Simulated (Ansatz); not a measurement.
`FB[Si](F)(F)F` + `[AsH3]` → `FB[AsH2]` + `F[SiH](F)F` at 400 K and 1 bar (cleavage of the B–Si bond).

Computed with Ansatz on PBE0-D4/def2-TZVP structures; ΔE is electronic, products minus reactants. CCSD(T)/CBS adds triple-zeta CCSD(T) − MP2 to the extrapolated MP2 energy (def2 sets, frozen cores). For As outer-core shells are correlated without core-valence functions, which leaves a few kJ/mol of doubt a bond. Scalar relativity is left out up to krypton. Each species was taken in one conformer, which may not be the lowest.

```tsv
species	CCSD(T)/CBS energy (Eh)	H − E (kJ/mol)	S (J/(mol·K))
`FB[Si](F)(F)F`	-713.89052	97.0	388.3
`[AsH3]`	-2236.79077	72.0	234.9
`FB[AsH2]`	-2361.43380	102.7	314.9
`F[SiH](F)F`	-589.26725	67.9	298.2
```

H − E and S are ideal-gas, rigid-rotor, harmonic terms from PBE0-D4/def2-TZVP, for one conformer and one mirror image of each species. 1 Eh = 2625.50 kJ/mol, R = 8.31446 J/(mol·K).

Question: By hand: ΔE, ΔH, ΔS and ΔG.

Answer: ΔE = (-2361.43380) + (-589.26725) − (-713.89052) − (-2236.79077) = -0.01976 Eh = -51.9 kJ/mol. Δ(H − E) = 102.7 + 67.9 − 97.0 − 72.0 = 1.6, so ΔH = -50.3 kJ/mol. ΔS = 314.9 + 298.2 − 388.3 − 234.9 = -10.1 J/(mol·K). ΔG = -50.3 − 400 × (-10.1)/1000 = -46.3 kJ/mol.

Question: By hand: the equilibrium constant, and the temperature at which ΔG would vanish if ΔH and ΔS stayed fixed.

Answer: log₁₀ K = −ΔG/(RT ln 10) = 6.0. ΔG = 0 at ΔH/ΔS = 4980 K, far beyond where these terms or the molecules hold.

The number of gas molecules stays the same, so ΔS is small and ΔH decides. A doubt of 5 kJ/mol in ΔE shifts log₁₀ K by 0.7 here. Other conformers and mirror images would add mixing entropy, several J/(mol·K) or more a flexible species. Modes under 60 cm⁻¹, often nearly free rotors, make the harmonic entropy too high. These are equilibria of isolated gas molecules and say nothing of rates. Largest T1 diagnostic: 0.013 (customary marks: 0.02 for closed shells, 0.045 for open ones).
